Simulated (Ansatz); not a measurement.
Relaxation of a periodic cell of 17 atoms, Si (host Si, host structure diamond, interstitial Si), to a largest force component of 0.08 eV/Å in at most 25 steps.

Method: Ansatz 0.2.0, DFT PBE, scalar-relativistic, plane waves, PAW. Settings: accuracy low, PAW set soft_1, cutoff 420 eV, k mesh 2x2x2, fermi-dirac smearing 0.02 eV, no spin polarisation.

```xyz
17
Lattice="0.0000 5.4300 5.4300 5.4300 0.0000 5.4300 5.4300 5.4300 0.0000" Properties=species:S:1:pos:R:3
Si 0.000 0.000 0.000
Si 1.357 1.357 1.357
Si 2.715 2.715 0.000
Si 4.072 4.072 1.357
Si 2.715 0.000 2.715
Si 4.072 1.357 4.072
Si 5.430 2.715 2.715
Si 6.787 4.072 4.072
Si 0.000 2.715 2.715
Si 1.357 4.072 4.072
Si 2.715 5.430 2.715
Si 4.072 6.787 4.072
Si 2.715 2.715 5.430
Si 4.072 4.072 6.787
Si 5.430 5.430 5.430
Si 6.787 6.787 6.787
Si 4.032 6.825 6.868
```

Q: Where does it end, and by what steps?

A: The run converged. The threshold is loose, so the end isn't yet a minimum. The force dipped under the threshold on the way, but the program's further checks kept it going. Limits of this set-up: low accuracy level. After 3 steps the energy has fallen by 0.163 eV; Si17 moved furthest, 0.08 Å.

| step | energy less start (eV) | largest force component (eV/Å) | accepted |
| --- | --- | --- | --- |
| 0 | 0.0000 | 0.777 | yes |
| 1 | -0.1396 | 0.332 | yes |
| 2 | -0.1629 | 0.030 | yes |
| 3 | -0.1629 | 0.030 | yes |

```xyz
17
Lattice="0.0000 5.4300 5.4300 5.4300 0.0000 5.4300 5.4300 5.4300 0.0000" Properties=species:S:1:pos:R:3
Si 0.005 -0.006 -0.003
Si 1.323 1.357 1.361
Si 2.690 2.740 -0.020
Si 4.073 4.107 1.360
Si 2.688 -0.023 2.745
Si 4.072 1.358 4.112
Si 5.453 2.742 2.745
Si 6.781 4.078 4.083
Si 0.002 2.719 2.721
Si 1.358 4.072 4.073
Si 2.710 5.428 2.721
Si 4.069 6.791 4.041
Si 2.709 2.721 5.430
Si 4.068 4.041 6.793
Si 5.446 5.414 5.416
Si 6.819 6.792 6.793
Si 4.066 6.793 6.798
```

Time of the run: 8.7 s on 1 thread of Intel(R) Xeon(R) 6975P-C (Granite Rapids) (shared host), peak memory 0.54 GiB.
